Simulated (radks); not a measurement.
Effect of the nuclear size on the cerium ion Ce3+, [Xe] 4f1. Method: Dirac Kohn-Sham, LDA (Slater exchange, Perdew-Wang correlation), spin-unpolarised, spherical densities, finite nucleus; open shells are shared between the two j in proportion to 2j + 1; Fermi nuclear charge, rms radius 4.8771 fm; computed with a radial shooting solver on a logarithmic mesh with Libxc functionals. The rms radius is varied about that value; shifts are against it.

rms radius (fm)  total energy shift (eV)  density at nucleus (e/bohr^3)  1s1/2 shift (meV)  2s1/2 shift (meV)  4p1/2 shift (meV)  5s1/2 shift (meV)  5p1/2 shift (meV)  4f7/2 shift (meV)  6s1/2 (empty) shift (meV)
4.0139                             -3.38                      3.971e+05              -1410               -172              0.461              -1.39              0.116              0.277                     -0.304
4.721                             -0.650                       3.84e+05               -270              -33.0              0.089             -0.268              0.022              0.053                     -0.058
4.8771                                 0                      3.814e+05              0.000              0.000              0.000              0.000              0.000              0.000                      0.000
5.3014                              1.85                      3.748e+05                770               94.1             -0.252              0.763             -0.064             -0.152                      0.166
5.6672                              3.55                      3.697e+05               1470                180             -0.483               1.46             -0.122             -0.291                      0.318

Slopes of the eigenvalues against <r^2> in GHz/fm^2, as finite differences over the two radii next to the reference (eigenvalue slopes, not the field-shift constants of lines): 1s1/2 43200, 2s1/2 5280, 4p1/2 -14.2, 5s1/2 42.9, 5p1/2 -3.58, 4f7/2 -8.53, 6s1/2 (empty) 9.33.
